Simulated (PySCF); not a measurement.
AlBFH₂, CH₆BNSi, AlBH₄OSi, H₃NOSi₂ (calculated)

Calculation on a computer-drawn molecule: the log of a Hartree-Fock and frozen-core CCSD(T) single point meant for a local Hartree-Fock minimum, with one planted fault or none, to be diagnosed. Offsets are logged minus clean, where the clean run is the same molecule without the fault. The reference is restricted for singlets and unrestricted otherwise, and also for a bond in bohr or an excited solution. Adding or removing an electron swaps singlet and doublet. The excited solution moves the top pair (singlet) or top alpha electron (doublet) to the lowest empty orbital. Highest occupied and lowest empty are orbital energies over both spins, largest force is the largest gradient component, triples share is (T) over the correlation energy, the T1 limit is 0.02 restricted and 0.045 unrestricted, electrons count all cores, a negative frequency is imaginary (commonest isotopes), and the dipole is about the centre of nuclear charge. Program: PySCF 2.14.0.

Common to all runs: meant charge 0; meant basis cc-pV(D+d)Z; logged SCF converged yes; possible faults no fault, one electron removed, one electron added, multiplicity raised by two, geometry at a saddle point, SCF held on an excited solution, minimal basis STO-3G, one bond length entered in bohr, all coordinates scaled.

(1) 
```xyz
5
formula=AlBFH2 meant_multiplicity=2 logged_electrons=29 logged_basis_functions=61 logged_spin_squared=1.5732 logged_highest_occupied=-7.5093 logged_lowest_empty=0.53182 logged_largest_force=0.0083592 logged_T1_diagnostic=0.068769 logged_D1_diagnostic=0.25729 logged_triples_share=0.03282 logged_CC_converged=yes logged_dipole_magnitude=0.35366 logged_SCF_stable_within_its_kind=yes logged_energy_HF=-367.08128 logged_energy_CCSD(T)=-367.42889 planted_fault=one_bond_length_entered_in_bohr,row_4_of_the_drawn_bonds HF_energy_offset_from_clean_run=63.94 CCSD(T)_energy_offset_from_clean_run=67.3
F     -2.9398    -0.9918     1.9150
B     -1.8131    -1.5026     1.5519
Al    -0.0354    -2.3079     0.9794
H      0.4999    -1.9173    -0.4493
H      1.3159    -4.1171     2.9177
```

Units: logged_highest_occupied, logged_lowest_empty in eV; logged_largest_force in hartree/bohr; logged_dipole_magnitude in debye; logged_energy_HF, logged_energy_CCSD(T) in hartree; HF_energy_offset_from_clean_run, CCSD(T)_energy_offset_from_clean_run in kcal/mol.

Drawn bonds:
```
atom  other atom  order
   1           2      1
   2           3      1
   3           4      1
   3           5      1
```

Notes: T1 above single-reference limit.

(2) 
```xyz
10
formula=CH6BNSi meant_multiplicity=1 logged_electrons=38 logged_basis_functions=95 logged_spin_squared=0 logged_highest_occupied=-4.496 logged_lowest_empty=-2.2075 logged_largest_force=0.060108 logged_CC_converged=no logged_dipole_magnitude=6.6422 logged_SCF_stable_within_its_kind=no logged_energy_HF=-409.0867 planted_fault=SCF_held_on_an_excited_solution HF_energy_offset_from_clean_run=182.3
B     -1.0599     1.5147    -0.9230
Si    -0.9833     0.4884     0.8521
N     -0.0278    -0.8667     0.4469
C      0.6165    -1.3014    -0.7794
H     -1.9677     1.3697    -1.7029
H     -0.2811     2.3975    -1.1827
H      0.1340    -1.5149     1.1965
H      1.6982    -1.3972    -0.6512
H      0.4399    -0.5770    -1.5743
H      0.2288    -2.2668    -1.1163
```

Units: logged_highest_occupied, logged_lowest_empty in eV; logged_largest_force in hartree/bohr; logged_dipole_magnitude in debye; logged_energy_HF in hartree; HF_energy_offset_from_clean_run in kcal/mol.

Drawn bonds:
```
atom  other atom  order
   1           2      1
   2           3      1
   3           4      1
   1           5      1
   1           6      1
   3           7      1
   4           8      1
   4           9      1
   4          10      1
```

Notes: CCSD not converged.

(3) 
```xyz
8
formula=AlBH4OSi meant_multiplicity=1 logged_electrons=44 logged_basis_functions=32 logged_spin_squared=0 logged_highest_occupied=-5.0161 logged_lowest_empty=6.9701 logged_largest_force=0.028416 logged_T1_diagnostic=0.026151 logged_D1_diagnostic=0.093288 logged_triples_share=0.046423 logged_CC_converged=yes logged_dipole_magnitude=0.95932 logged_SCF_stable_within_its_kind=yes logged_energy_HF=-625.12095 logged_energy_CCSD(T)=-625.30823 planted_fault=minimal_basis_STO-3G HF_energy_offset_from_clean_run=4782 CCSD(T)_energy_offset_from_clean_run=4957
B     -0.2905     0.3168    -3.7296
Al     0.4656     0.0330    -1.7415
O     -0.0263    -1.3385    -0.8627
Si    -0.4053    -2.6579     0.0291
H      0.2629    -0.1275    -4.7022
H     -1.2976     0.9363    -3.9565
H      1.4716     1.0107    -1.0111
H     -1.6539    -2.1181     0.7377
```

Units: logged_highest_occupied, logged_lowest_empty in eV; logged_largest_force in hartree/bohr; logged_dipole_magnitude in debye; logged_energy_HF, logged_energy_CCSD(T) in hartree; HF_energy_offset_from_clean_run, CCSD(T)_energy_offset_from_clean_run in kcal/mol.

Drawn bonds:
```
atom  other atom  order
   1           2      1
   2           3      1
   3           4      1
   1           5      1
   1           6      1
   2           7      1
   4           8      1
```

Notes: T1 above single-reference limit.

(4) 
```xyz
7
formula=H3NOSi2 meant_multiplicity=1 logged_electrons=46 logged_basis_functions=89 logged_spin_squared=1.1107 logged_highest_occupied=-9.4479 logged_lowest_empty=1.0078 logged_largest_force=0.021825 logged_T1_diagnostic=0.054727 logged_D1_diagnostic=0.20392 logged_triples_share=0.03735 logged_CC_converged=yes logged_dipole_magnitude=1.1727 logged_SCF_stable_within_its_kind=yes logged_energy_HF=-708.82748 logged_energy_CCSD(T)=-709.38979 planted_fault=one_bond_length_entered_in_bohr,row_5_of_the_drawn_bonds HF_energy_offset_from_clean_run=67.14 CCSD(T)_energy_offset_from_clean_run=74.55
N      0.4395     0.4904     0.5504
Si     0.5008    -0.8541    -0.2414
O     -0.8448    -1.5859    -0.7564
Si    -2.4914    -1.8050    -0.5526
H      1.2370     0.9949     0.8859
H      2.6475    -2.3998    -1.0683
H     -2.5005    -1.9194     0.9670
```

Units: logged_highest_occupied, logged_lowest_empty in eV; logged_largest_force in hartree/bohr; logged_dipole_magnitude in debye; logged_energy_HF, logged_energy_CCSD(T) in hartree; HF_energy_offset_from_clean_run, CCSD(T)_energy_offset_from_clean_run in kcal/mol.

Drawn bonds:
```
atom  other atom  order
   1           2      2
   2           3      1
   3           4      1
   1           5      1
   2           6      1
   4           7      1
```

Notes: T1 above single-reference limit.
